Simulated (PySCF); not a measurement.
CH3BCl2OSi.
SMILES with atom numbers: `[O:1]=[CH:2][SiH2:3][B:4]([Cl:5])[Cl:6]` (hydrogens: H7 on C2; H8, H9 on Si3)

Geometry (PBE0-D3(BJ)/def2-SVP, Å), atoms numbered from 1 in this order:
```
atom  x, y, z in Å
O1    -0.367    1.358   -0.962
C2    -0.566    0.507   -0.133
Si3    0.897   -0.392    0.775
B4     2.558    0.420   -0.037
Cl5    3.211    1.907    0.602
Cl6    3.313   -0.307   -1.432
H7    -1.621    0.215    0.133
H8     0.755   -0.131    2.242
H9     0.754   -1.862    0.534
```

Level of theory: PBE0-D3(BJ)/def2-SVP geometry optimisation, gas phase in PySCF.

Masses are those of the commonest isotopes; rigid-rotor values at the optimised geometry. The values belong to one conformer with, in the numbering `[O:1]=[CH:2][SiH2:3][B:4]([Cl:5])[Cl:6]`, O1–C2–Si3–B4 -1°, C2–Si3–B4–Cl5 86°.

(1) What are A, B and C (MHz)?

(2) Classify the top.

(3) Is it planar, by Δ = Ic − Ia − Ib?

(4) Where do the levels up to J = 4 lie, in MHz?

(5) Which lines would a microwave search look for?

Answers

(1) Ia = 244.69, Ib = 421.87, Ic = 499.86 u·Å²; 505379 MHz·u·Å²/I gives A = 2065, B = 1198, C = 1011 MHz.

(2) An asymmetric top; Ray's κ = -0.645.

(3) Not planar: Δ = Ic − Ia − Ib = -166.70 u·Å². For a rigid frame Δ = −2 Σ m c², so Σ m c² = 83.35 u·Å² lies off the ab plane: 7.89 from hydrogen and 75.46 from heavier atoms. The atom farthest from that plane is 2.08 Å away.

(4) Above 0(0,0):
J = 1: 1(0,1) 2209, 1(1,1) 3076, 1(1,0) 3263
J = 2: 2(0,2) 6600, 2(1,2) 7307, 2(1,1) 7868, 2(2,1) 10470, 2(2,0) 10497
J = 3: 3(0,3) 13122, 3(1,3) 13638, 3(1,2) 14757, 3(2,2) 17097, 3(2,1) 17229, 3(3,1) 21917, 3(3,0) 21920
J = 4: 4(0,4) 21716, 4(1,4) 22053, 4(1,3) 23905, 4(2,3) 25912, 4(2,2) 26286, 4(3,2) 30801, 4(3,1) 30818, 4(4,1) 37485, 4(4,0) 37485
The levels of one J sum to (2J + 1)J(J + 1)(A + B + C)/3.

(5) The dipole components are |μa| = 0.59 D, |μb| = 0.24 D, |μc| = 2.01 D. Intensities carry the squares of the components, which stand as 0.09 : 0.01 : 1.00 (a : b : c). Some lines, for components of 0.1 D or more:

```
type  branch         J(Ka,Kc)    MHz  lower level (cm⁻¹)
   c       Q  2(1,2) ← 2(0,2)    708               0.220
   c       Q  1(1,1) ← 1(0,1)    867               0.074
   b       Q  3(1,2) ← 3(0,3)   1635               0.438
   c       Q  2(2,1) ← 2(1,1)   2602               0.262
   b       R  1(1,1) ← 0(0,0)   3076               0.000
   b       Q  2(2,1) ← 2(1,2)   3163               0.244
   c       R  1(1,0) ← 0(0,0)   3263               0.000
   b       R  3(1,2) ← 2(2,1)   4287               0.349
   b       Q  4(3,1) ← 4(2,2)   4532               0.877
   b       Q  3(3,0) ← 3(2,1)   4691               0.575
   b       Q  3(3,1) ← 3(2,2)   4820               0.570
   b       Q  4(4,1) ← 4(3,2)   6684               1.027
   a       R  3(2,1) ← 2(2,0)   6732               0.350
   c       R  2(2,1) ← 1(1,1)   7394               0.103
   c       R  3(2,1) ← 2(1,1)   9361               0.262
   c       R  3(2,2) ← 2(1,2)   9790               0.244
   b       R  5(0,5) ← 4(1,4)  10282               0.736
   a       R  5(4,2) ← 4(4,1)  11105               1.250
   a       R  5(3,3) ← 4(3,2)  11115               1.027
   c       R  3(3,1) ← 2(2,1)  11447               0.349
   b       R  5(2,4) ← 4(1,3)  12992               0.797
   c       R  5(1,4) ← 4(0,4)  13556               0.724
   c       R  5(2,3) ← 4(1,3)  13791               0.797
   c       R  5(2,4) ← 4(1,4)  14844               0.736
   b       R  5(2,3) ← 4(1,4)  15642               0.736
   c       R  5(3,2) ← 4(2,2)  15697               0.877
   b       R  5(3,2) ← 4(2,3)  16071               0.864
   c       R  5(5,0) ← 4(4,0)  19697               1.250
```

Stationary, but not proved a minimum. Zero-point vibration and centrifugal distortion are left out. Quadrupole hyperfine structure (11B, 35Cl) is left out.
